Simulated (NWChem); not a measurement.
## Lowest excitation of H$_{4}$BClS

```
B
H 1 1.2132
H 1 1.2132 2 116.37
Cl 1 1.8237 2 115.11 3 139.07
S 1 2.0396 2 99.78 3 -106.14
H 5 1.3540 1 100.59 2 -167.75
H 5 1.3540 6 92.57 1 -101.28
```
Charge 0, spin multiplicity 1.

Everything below was run with NWChem. All single points use one geometry, from PBE0/def2-SVP, a minimum by its harmonic frequencies.

Basis set: 6-31+G*.

The correlated methods keep 11 core orbitals frozen. The Pople sets run with spherical d functions. The structure started from a generated list of species. No row is a measurement; the coupled-cluster row has its own basis-set and correlation limits.

### Question
One of these methods gave a lowest vertical singlet excitation energy of 6.77 eV. Which?
A. TD-PBE
B. CIS
C. EOM-CCSD
D. TDA-PBE0

### Answer
C, EOM-CCSD. The others give 4.84 (TD-PBE), 5.87 (TDA-PBE0), 7.58 (CIS).
